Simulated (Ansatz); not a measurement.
Consider the ligand exchange at the Si–O bond: `[SiH3][O][Cd][Br]` + `OB1N[SiH2]1` → `[SiH3]OB1N[SiH2]1` + `[OH][Cd][Br]`.

Gas-phase electronic energies from Ansatz, PBE0-D4/def2-TZVP geometries. CCSD(T)/CBS adds triple-zeta CCSD(T) − MP2 to the extrapolated MP2 energy (def2 sets, frozen cores). Functionals use def2-TZVPP. B3LYP here is the variant with VWN-RPA as its local correlation; programs differ in this. def2 core potentials past Kr. For Br, Cd outer-core shells are correlated without core-valence functions, which leaves a few kJ/mol of doubt a bond. Scalar relativity is left out up to krypton. Each species was taken in one conformer, which may not be the lowest.

```json
{"level": "B3LYP-D4", "ΔE (kJ/mol)": "7.2"}
{"level": "PBE", "ΔE (kJ/mol)": "6.7"}
{"level": "CCSD/def2-TZVPP", "ΔE (kJ/mol)": "13.6"}
{"level": "HF/def2-QZVPP", "ΔE (kJ/mol)": "17.0"}
{"level": "MP2/def2-QZVPP", "ΔE (kJ/mol)": "9.4"}
{"level": "HF/CBS(def2)", "ΔE (kJ/mol)": "16.8"}
{"level": "MP2/CBS(def2)", "ΔE (kJ/mol)": "8.1"}
{"level": "CCSD/CBS(def2)", "ΔE (kJ/mol)": "9.5"}
```

(1) What does CCSD(T)/CBS give? (Estimate.)

Largest T1 diagnostic among the species: 0.014.

Results:

(1) The calculation gave: +8.5 kJ/mol. The listed levels differ from it by -1.3, -1.8, 5.1, 8.5, 0.9, 8.3, -0.4, 1.0 kJ/mol.

From PBE to PBE0 (25 % exact exchange), in def2-TZVPP and without D4, ΔE moves by +4.0 kJ/mol. In def2-TZVPP, CCSD(T) changes the Hartree–Fock value by −5.6 kJ/mol (the triples alone add −1.0 kJ/mol) and MP2 by −6.0 kJ/mol.
